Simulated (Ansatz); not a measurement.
Calculated with Ansatz (gas phase, PBE0-D4/def2-TZVP geometries, no zero-point term in ΔE). CCSD(T)/CBS is the MP2 limit (def2-TZVPP, def2-QZVPP) plus CCSD(T) − MP2 in def2-TZVPP, frozen cores. This one scheme is used for every species. One conformer a species, not always the lowest.

`N[Si](N)(F)Cl` + ethylene → `C=C[Si](N)(N)F` + HCl  (formal exchange of groups at the Si–Cl bond)

```csv
level,ΔE (kJ/mol)
MP2/def2-TZVPP,103.0
MP2/def2-QZVPP,105.1
```

(1) What does CCSD(T)/CBS give? (Best estimate.)

Largest T1 diagnostic among the species: 0.011.

Answers

(1) Ansatz gave: +102.7 kJ/mol. The listed levels differ from it by 0.3, 2.4 kJ/mol.

The D4 term adds −3.5 kJ/mol with B3LYP and −2.3 kJ/mol with PBE0; it sums over pairs of atoms, weighted by their polarisabilities, and B3LYP, whose exchange is more repulsive, gets the larger term. In def2-TZVPP, CCSD(T) changes the Hartree–Fock value by −15.7 kJ/mol (the triples alone add −1.6 kJ/mol) and MP2 by −11.8 kJ/mol.

B3LYP here is the variant with VWN-RPA as its local correlation; programs differ in this.
